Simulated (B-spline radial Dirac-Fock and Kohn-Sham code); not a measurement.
# Satellites and hypersatellites of the K lines of In²⁺

System: indium as In²⁺ in the configuration [Kr] 4d10 5s1, inside a Watson sphere of charge -2 and radius 1.8 Å (a model of the Madelung potential; inside it an electron's potential energy is raised by 16.0 eV).

Level of theory: multi-electron Dirac-Fock with separately optimised hole states, Breit and Lamb-shift corrections added in first order; a radial finite-basis atomic code. Each two-hole energy is an average over J within one jj subconfiguration, not an observable level; in light atoms, where LS coupling holds, the j-resolved values are not observed lines, and for a K spectator the Kα1 hypersatellite is nearly forbidden. The model has no electron correlation.

Lines without a spectator: Kα2 (K-L2) 24000.1 eV, Kα1 (K-L3) 24208.1 eV, Kβ3 (K-M2) 27233.7 eV, Kβ1 (K-M3) 27272.1 eV. Shifts in eV with one spectator hole (a dash: not computed, or left out as unreliable):

| spectator hole | Kα2 | Kα1 | Kβ3 | Kβ1 |
| --- | --- | --- | --- | --- |
| K (1s) | +562.5 | +579.7 | +717.1 | +720.7 |
| L2 (2p1/2) | +61.8 | +77.9 | – | +164.8 |
| L3 (2p3/2) | +60.7 | +60.8 | +146.3 | – |
| M2 (3p1/2) | – | +8.91 | +19.84 | +24.13 |
| M3 (3p3/2) | +6.62 | – | +20.52 | +19.95 |
| M4 (3d3/2) | +1.18 | -1.40 | – | – |
| M5 (3d5/2) | -1.86 | +0.02 | – | – |

With n spectator holes in 2p, averaged over the 2p shell (energies in eV):

| n | KαLⁿ | step | hypersatellite KαʰLⁿ |
| --- | --- | --- | --- |
| 0 | 24138.8 | – | 24712.7 |
| 1 | 24204.2 | +65.4 | 24779.6 |
| 2 | 24270.8 | +66.6 | 24847.7 |
| 3 | 24338.7 | +67.9 | 24917.1 |
| 4 | 24407.9 | +69.2 | 24987.7 |
| 5 | 24478.3 | +70.4 | 25059.7 |
